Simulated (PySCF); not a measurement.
H₁₀Si₅, charge -1, doublet, geometry from GFN2-xTB (a state made from the parent by changing its charge; the spin is typed, not shown lowest) (in this run its highest filled SCF level lies above zero, so its values depend strongly on the basis, on diffuse functions most of all); DF-R2SCAN/aug-cc-pVDZ run with PySCF.

The PySCF input:
```python
from pyscf import gto, scf, dft

mol = gto.Mole()
mol.atom = '''
    Si    0.957547    1.343391    1.098534
    Si    1.799188   -0.675108    0.376200
    Si    0.233394   -1.651773   -0.995280
    Si   -1.655614   -0.340993   -0.988454
    Si   -1.339651    1.360828    0.530901
    H     0.883500    1.299259    2.608486
    H     2.154315    2.288434    1.111517
    H     2.321527   -1.685433    1.337023
    H     3.054696   -0.460601   -0.390620
    H    -0.054016   -3.054627   -0.613039
    H     0.752092   -1.885786   -2.363821
    H    -2.824292   -1.170009   -0.591909
    H    -2.074728   -0.061212   -2.389469
    H    -1.444630    2.671965   -0.215614
    H    -2.696567    1.549182    1.200849
'''
mol.basis = 'aug-cc-pvdz'
mol.charge = -1
mol.spin = 1
mol.verbose = 4
mol.build()

mf = dft.UKS(mol)
mf.xc = 'r2scan'
mf = mf.density_fit(auxbasis='def2-universal-jkfit')
mf.kernel()
mf.analyze()
```

Output, abridged:

```
PySCF version 2.14.0

[INPUT] verbose = 4
[INPUT] num. atoms = 15
[INPUT] num. electrons = 81
[INPUT] charge = -1
[INPUT] spin (= nelec alpha-beta = 2S) = 1
[INPUT] symmetry False subgroup None
[INPUT] Mole.unit = angstrom
[INPUT] Symbol           X                Y                Z      unit          X                Y                Z       unit  Magmom
[...]
nuclear repulsion = 495.526532472157
number of shells = 90
number of NR pGTOs = 360
number of NR cGTOs = 225
basis = aug-cc-pvdz
ecp = {}

******** <class 'pyscf.df.df_jk.DFUKS'> ********
method = DFUKS
initial guess = minao
damping factor = 0
level_shift factor = 0
DIIS = <class 'pyscf.scf.diis.CDIIS'>
diis_start_cycle = 1
diis_space = 8
diis_damp = 0
SCF conv_tol = 1e-09
SCF conv_tol_grad = None
SCF max_cycles = 50
direct_scf = False
number electrons alpha = 41  beta = 40
XC library pyscf.dft.libxc version 7.1.2
    S. Lehtola, C. Steigemann, M. J. T. Oliveira, and M. A. L. Marques,  SoftwareX 7, 1–5 (2018)
XC functionals = r2scan
    J. W. Furness, A. D. Kaplan, J. Ning, J. P. Perdew, and J. Sun,  J. Phys. Chem. Lett. 11, 8208–8215 (2020)
    J. W. Furness, A. D. Kaplan, J. Ning, J. P. Perdew, and J. Sun,  J. Phys. Chem. Lett. 11, 9248–9248 (2020)
    J. W. Furness, A. D. Kaplan, J. Ning, J. P. Perdew, and J. Sun,  J. Phys. Chem. Lett. 11, 8208–8215 (2020)
    J. W. Furness, A. D. Kaplan, J. Ning, J. P. Perdew, and J. Sun,  J. Phys. Chem. Lett. 11, 9248–9248 (2020)
radial grids:
    Treutler-Ahlrichs [JCP 102, 346 (1995); DOI:10.1063/1.469408] (M4) radial grids

becke partition: Becke, JCP 88, 2547 (1988); DOI:10.1063/1.454033
pruning grids: <function nwchem_prune>
grids dens level: 3
symmetrized grids: False
atomic radii adjust function: <function treutler_atomic_radii_adjust>
small_rho_cutoff = 0
Set gradient conv threshold to 3.16228e-05
tot grids = 193984
init E= -1453.24706834982

cycle= 1 E= -1453.30521709105  delta_E= -0.0581  |g|= 0.158  |ddm|= 3.46
cycle= 2 E= -1453.32097543085  delta_E= -0.0158  |g|= 0.117  |ddm|= 1.63
cycle= 3 E= -1453.32987012962  delta_E= -0.00889  |g|= 0.0645  |ddm|= 0.768
cycle= 4 E= -1453.33334783998  delta_E= -0.00348  |g|= 0.011  |ddm|= 0.176
cycle= 5 E= -1453.3334574425  delta_E= -0.00011  |g|= 0.00282  |ddm|= 0.0475
cycle= 6 E= -1453.33346432904  delta_E= -6.89e-06  |g|= 0.00163  |ddm|= 0.0164
cycle= 7 E= -1453.3334669569  delta_E= -2.63e-06  |g|= 0.000425  |ddm|= 0.00589
cycle= 8 E= -1453.3334670802  delta_E= -1.23e-07  |g|= 0.000314  |ddm|= 0.00256
[...]
converged SCF energy = -1453.33346720668  <S^2> = 0.7566729  2S+1 = 2.0066618
Total Energy =                       -1453.333467206683054
[...]
spin_pop of  13 H 2s        0.00032
spin_pop of  13 H 3s        0.00122
spin_pop of  13 H 2px       0.00003
spin_pop of  13 H 2py       0.00001
spin_pop of  13 H 2pz       0.00027
spin_pop of  13 H 3px       0.00011
spin_pop of  13 H 3py       0.00086
spin_pop of  13 H 3pz       0.00000
spin_pop of  14 H 1s        0.09182
spin_pop of  14 H 2s        0.00284
spin_pop of  14 H 3s        0.00036
spin_pop of  14 H 2px       0.00017
spin_pop of  14 H 2py       0.00005
spin_pop of  14 H 2pz       0.00013
spin_pop of  14 H 3px       0.00199
spin_pop of  14 H 3py       0.00006
spin_pop of  14 H 3pz       0.00007
 ** Mulliken Spin Density (per atom)  **
spin density of  0 Si =      0.21680
spin density of  1 Si =      0.06077
spin density of  2 Si =      0.03892
spin density of  3 Si =      0.06077
spin density of  4 Si =      0.21683
spin density of  5 H =      0.02896
spin density of  6 H =      0.09748
spin density of  7 H =      0.04755
spin density of  8 H =      0.00868
spin density of  9 H =      0.02026
spin density of  10 H =      0.02026
spin density of  11 H =      0.00869
spin density of  12 H =      0.04757
spin density of  13 H =      0.02898
spin density of  14 H =      0.09750
 ** Mulliken pop alpha/beta on meta-lowdin orthogonal AOs **
 ** Mulliken pop       alpha | beta **
In total            41.00000 | 40.00000
 ** Mulliken atomic charges   ( Nelec_alpha | Nelec_beta ) **
charge of  0Si =     -0.03103  (     7.12391      6.90712 )
charge of  1Si =      0.06315  (     6.99881      6.93804 )
charge of  2Si =      0.06539  (     6.98677      6.94785 )
charge of  3Si =      0.06315  (     6.99881      6.93804 )
charge of  4Si =     -0.03106  (     7.12395      6.90711 )
charge of  5H =     -0.12708  (     0.57802      0.54906 )
charge of  6H =     -0.12546  (     0.61147      0.51399 )
charge of  7H =     -0.11301  (     0.58028      0.53273 )
charge of  8H =     -0.09826  (     0.55347      0.54479 )
charge of  9H =     -0.10097  (     0.56061      0.54036 )
charge of  10H =     -0.10098  (     0.56062      0.54036 )
charge of  11H =     -0.09827  (     0.55348      0.54479 )
charge of  12H =     -0.11303  (     0.58030      0.53273 )
charge of  13H =     -0.12708  (     0.57803      0.54905 )
charge of  14H =     -0.12546  (     0.61148      0.51398 )

WARN: System has nonzero charge -1; the dipole moment is origin-dependent.
Location of origin: [0. 0. 0.]

Dipole moment(X, Y, Z, Debye):  0.16918, -1.19396, -0.71912
```
